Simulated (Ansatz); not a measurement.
`[F][Sn]([F])([F])[GeH3]` + `CO[SiH](O)O` → `O[SiH](O)[O][GeH3]` + `[CH3][Sn]([F])([F])[F]`  (redistribution)

Program: Ansatz. Geometries: PBE0-D4/def2-TZVP. ΔE: electronic, gas phase. CCSD(T)/CBS is the MP2 limit (def2-TZVPP, def2-QZVPP) plus CCSD(T) − MP2 in def2-TZVPP, frozen cores. Functionals use def2-TZVPP. B3LYP here is the variant with VWN-RPA as its local correlation; programs differ in this. Elements past krypton have def2 core potentials. For Ge, Sn outer-core shells are correlated without core-valence functions, which leaves a few kJ/mol of doubt a bond. Scalar relativity is left out up to krypton. Each species was taken in one conformer, which may not be the lowest.

| level | ΔE (kJ/mol) | difference from CCSD(T)/CBS |
| --- | --- | --- |
| PBE-D4 | -57.0 | 22.6 |
| r2SCAN-D4 | -70.5 | 9.1 |
| PBE0-D4 | -63.6 | 16.0 |
| B3LYP-D4 | -65.0 | 14.6 |
| ωB97X-V | -73.5 | 6.1 |
| ωB97M-V | -73.1 | 6.5 |
| B2PLYP | -75.0 | 4.6 |
| PBE | -55.9 | 23.7 |
| r2SCAN | -70.2 | 9.4 |
| PBE0 | -62.7 | 16.9 |
| B3LYP | -63.2 | 16.4 |
| HF/def2-TZVPP | -83.3 | -3.7 |
| MP2/def2-TZVPP | -91.0 | -11.4 |
| SCS-MP2/def2-TZVPP | -89.7 | -10.1 |
| CCSD/def2-TZVPP | -83.9 | -4.3 |
| CCSD(T)/def2-TZVPP | -84.7 | -5.1 |
| HF/def2-QZVPP | -83.4 | -3.8 |
| MP2/def2-QZVPP | -88.1 | -8.5 |
| SCS-MP2/def2-QZVPP | -87.6 | -8.0 |
| HF/CBS(def2) | -83.5 | -3.9 |
| MP2/CBS(def2) | -85.9 | -6.3 |
| CCSD/CBS(def2) | -78.7 | 0.9 |
| CCSD(T)/CBS | -79.6 | 0 |

Largest T1 diagnostic among the species: 0.014.

From PBE to PBE0 (25 % exact exchange), in def2-TZVPP and without D4, ΔE moves by −6.8 kJ/mol.
